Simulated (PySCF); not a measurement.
# Computed structure and properties of [SmH2]+

System: [SmH2]+ (singlet in the valence; each metal's 4f electrons, 5 of them, lie in its core potential, out of spins and levels); start: template (C2v). Method: PySCF 2.14.0, RKS PBE0, Sm lcecp-1-SVP with ECP51, H def2-SVP; non-relativistic Hamiltonian with scalar-relativistic core potentials where named; density fitting; no spin-orbit coupling.

Input of the relaxation:

```python
mol = gto.M(atom='''
Sm     0.00000     0.00000    -0.01197
H      2.04230    -0.00000     0.90203
H     -2.04230     0.00000     0.90203''',
    basis={'Sm': 'lcecp-1-SVP', 'H': 'def2-SVP'},
    ecp={'Sm': 'lcecp-1-SVP'},
    charge=1, spin=0)
mf = dft.RKS(mol, xc='PBE0')
mf.grids.atom_grid = (50, 194)  # f atoms: unpruned, at least (60, 302)
mf = mf.density_fit()  # fitting sets: Sm AutoAux, H def2-universal-JKFIT
mf.conv_tol = 1e-08; mf.max_cycle = 55
mf.kernel(dm0)  # dm0: converged density of the start geometry
# quasi-Newton relaxation in Cartesian coordinates to a largest gradient under 0.00045 Eh/bohr, steps kept in the point group
```

Run from Python with OMP_NUM_THREADS=2; the lines above give its settings. Where DIIS fails, smearing, a level shift and second-order steps follow.
It took 3.8 s on 2 threads of Arm Neoverse V1, on a shared host, from the converged density of the start.

Course of the relaxation:

```csv
step,energy above end (eV),largest force component within the symmetry (eV/Å)
0,0.7748,1.761
1,0.4023,1.372
2,0.0488,0.501
3,0.0067,0.091
4,0.0002,0.026
5,0.0000,0.005
```

Relaxed geometry (C2v):

```xyz
3

Sm    0.0000    0.0000   -0.1813
H     1.5613    0.0000    0.9867
H    -1.5613    0.0000    0.9867
```

| contact | Å |
| --- | --- |
| Sm1–H2 (H) | 1.950 |
| Sm1–H3 (H) | 1.950 |

On the finer grid (75, 302):

- HOMO: -12.62 eV
- LUMO: -7.64 eV
- Dipole about the centre of mass: 4.33 D
- Set of Mulliken populations of Sm1 outside the core potential: s 2.49, p 6.10, d 1.14, f 0.02
- D3(BJ) dispersion energy (not in the energies): -0.020 eV

```csv
atom,Mulliken (e),Löwdin (e),spin (e)
Sm1,1.25,1.25,0.00
H2,-0.13,-0.12,0.00
H3,-0.13,-0.12,0.00
```

The 4f levels lie in the core potential and are missing. Their spin isn't counted.

On the grid (50, 194), as all that follows. Harmonic modes: a minimum; lowest 480 cm⁻¹ (negative: unstable), highest 1651 cm⁻¹, zero-point energy 0.233 eV.

Taking off one H (charge -1, singlet; the rest: singlet) in vacuum, both parts rigid, costs 15.40 eV; the small basis without counterpoise inflates it. Most of it is the attraction of opposite charges; other ways to part are cheaper, and one spin state was tried for the rest.

Rigid scan of H along the line from its metal:

(distance to H2 (Å), energy (eV)): (1.65, 0.618), (1.75, 0.244), (1.85, 0.054), (1.95, 0.000), (2.05, 0.045), (2.15, 0.162), (2.35, 0.531), (2.65, 1.231), (3.05, 2.158), (3.55, 3.108)

One start shape was tried, so this needn't be the lowest isomer.

An lcecp potential fixes the number of 4f electrons, so in runs with it no electron can move into or out of that shell.
